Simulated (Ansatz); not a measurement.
Consider the atomization: `CO[SiH](Cl)SC` → 2 C• + Cl• + 7 H• + O• + S• + Si•.

Computed with Ansatz on PBE0-D4/def2-TZVP structures; ΔE is electronic, products minus reactants. CCSD(T)/CBS is the MP2 limit (def2-TZVPP, def2-QZVPP) plus CCSD(T) − MP2 in def2-TZVPP, frozen cores. This one scheme is used for every species, atoms too. Functionals use def2-TZVPP. Open shells (•) are unrestricted, without spin–orbit coupling. Spin–orbit coupling would lower the free atoms: a little for C, Cl, O, S, Si. One conformer a species, not always the lowest.

(1) What is ΔE at CCSD(T)/CBS? (Estimate.)

(2) What do these levels give: PBE-D4, ωB97X-V, B2PLYP, PBE, HF/def2-QZVPP, CCSD/CBS(def2)? (Best estimate.)

Largest T1 diagnostic among the species: 0.012.

Results:

(1) Ansatz gave: +4775.0 kJ/mol.

(2) The calculation gave: PBE-D4 4837.2, ωB97X-V 4788.8, B2PLYP 4699.7, PBE 4802.3, HF/def2-QZVPP 3509.8, CCSD/CBS(def2) 4704.2 kJ/mol.

From PBE to PBE0 (25 % exact exchange), in def2-TZVPP and without D4, ΔE moves by −62.6 kJ/mol: exact exchange takes away binding that semilocal exchange gives to molecules. The D4 term adds +56.5 kJ/mol with B3LYP and +29.9 kJ/mol with PBE0; it sums over pairs of atoms, weighted by their polarisabilities, and B3LYP, whose exchange is more repulsive, gets the larger term. In def2-TZVPP, CCSD(T) changes the Hartree–Fock value by +1136.5 kJ/mol (the triples alone add +70.8 kJ/mol) and MP2 by +1219.2 kJ/mol; breaking electron pairs costs correlation energy, which Hartree–Fock lacks.

B3LYP here is the variant with VWN-RPA as its local correlation; programs differ in this.

For atomizations the MP2-based limit and the directly extrapolated one differ by several kJ/mol either way, and by 10 to 25 for some Ge, Se and Sn compounds, so smaller differences from it don't rank the levels.
